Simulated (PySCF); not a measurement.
# How the method changes the shape and vibrations of B2FH2N

All numbers below are calculated, not measured. The program is PySCF 2.14.0, an open-source quantum chemistry code, run on an isolated molecule that a program drew, which may never have been made. The molecule is B2FH2N (charge 0, singlet), drawn as the SMILES string `B=NBF`.

The geometry was optimised and harmonic frequencies were computed with HF and MP2, all in the cc-pVDZ basis, for the commonest isotopes, with a restricted reference for singlets and an unrestricted one otherwise, and a frozen core in MP2. Each result is a local minimum of its method.

Geometry at the HF minimum:
```xyz
6
B2FH2N, angstrom
B    -1.6621   -0.4582   -1.9841
N    -1.1159   -0.6847   -0.8933
B    -0.4878   -1.0005    0.3245
F    -0.3542   -0.0634    1.2645
H    -2.1778   -0.2414   -3.0127
H    -0.0570   -2.0884    0.5694
```

Lengths of the bonds as drawn, in Å (atoms numbered as above):
| bond | HF | MP2 |
|---|---|---|
| B1-N2 | 1.241 | 1.268 |
| N2-B3 | 1.406 | 1.422 |
| B3-F4 | 1.334 | 1.346 |
| B1-H5 | 1.171 | 1.179 |
| B3-H6 | 1.195 | 1.202 |

Rotational constants, in GHz:
```
constant     HF    MP2
       A  53.13  52.79
       B  4.562  4.433
       C  4.201  4.089
```

Harmonic frequencies in cm^-1, each column in rising order, so a row needn't be the same motion in every method:
| rank | HF | MP2 |
|---|---|---|
| 1 | 160 | 144 |
| 2 | 187 | 172 |
| 3 | 547 | 515 |
| 4 | 816 | 711 |
| 5 | 838 | 744 |
| 6 | 990 | 938 |
| 7 | 1039 | 982 |
| 8 | 1164 | 1116 |
| 9 | 1386 | ? |
| 10 | 2041 | 1908 |
| 11 | 2764 | 2714 |
| 12 | 3000 | 2917 |

**Estimate the missing MP2 frequency from the HF column.**

A single factor s that minimises the squared misfit of MP2 against s times HF over the other rows is sum(HF x MP2) / sum(HF^2) = 0.9610, with an rms misfit of 40 cm^-1. For rank 9 it gives 0.9610 x 1386 = 1332 cm^-1. The calculation gives 1337 cm^-1, 5 cm^-1 above the estimate. The drawn bonds are on average 1.1 % longer in MP2 than in HF.
